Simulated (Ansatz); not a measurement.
CH₆MgO₂Si (`C[O][Mg][O][SiH3]`). Charge 0, multiplicity 1. All single points use the PBE0-D4/def2-TZVP geometry. It is one conformer, not always the lowest.

```xyz
11

C    -0.741   -2.568    1.881
O    -0.428   -1.487    1.087
Mg   -0.032   -0.108    0.082
O     0.373    1.299   -0.945
Si    0.739    2.562   -1.876
H     0.101   -3.270    1.962
H    -1.006   -2.260    2.902
H    -1.596   -3.132    1.480
H    -0.213    2.690   -3.019
H     0.690    3.839   -1.105
H     2.112    2.435   -2.449
```

Task: What is the dipole moment at PBE/def2-TZVPP? (Best estimate.)

Result: The calculation gave: 1.65 D, with components (-0.38, -1.29, 0.95) D in this frame, pointing from negative to positive charge.

Task: And with r2SCAN, B3LYP, ωB97M-V? (Best estimate.)

Result: Ansatz gave: r2SCAN 1.64 D, B3LYP 1.61 D, ωB97M-V 1.64 D.

Task: Give the Mulliken charges with PBE, r2SCAN, B3LYP in def2-TZVPP. (Best estimate.)

Result: Ansatz gave: 
```csv
atom,PBE,r2SCAN,B3LYP
C1,-0.10,0.06,-0.07
O2,-0.59,-0.67,-0.66
Mg3,0.97,1.09,1.05
O4,-0.57,-0.68,-0.63
Si5,0.32,0.43,0.39
H6,0.08,0.03,0.07
H7,0.08,0.03,0.07
H8,0.08,0.03,0.07
H9,-0.09,-0.11,-0.10
H10,-0.09,-0.11,-0.10
H11,-0.09,-0.11,-0.10
```

B3LYP here is the variant with VWN-RPA as its local correlation; programs differ in this.
